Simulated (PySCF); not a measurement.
Excitations are Tamm–Dancoff values on a coarser integration grid. The basis has no diffuse functions, so Rydberg states are missing or too high.

Cartesian coordinates (Å):
SMILES: [Br][Al]([Br])[Br]
```xyz
4

Br    -1.8710    -1.2286    -0.0360
Al     0.0000     0.0000     0.0001
Br     1.9993    -1.0063     0.0389
Br    -0.1283     2.2349    -0.0030
```
Charge 0, spin multiplicity 1.

Task: Predict the dipole moment, HOMO and S1 excitation (TDA) from M06-2X/def2-TZVP // B3LYP-D3(BJ)/def2-TZVP (PySCF).

Result: 
| Property | Value |
|---|---|
| dipole moment | 0.00 D |
| HOMO | -9.85 eV |
| S1 excitation (TDA) | 5.94 eV |
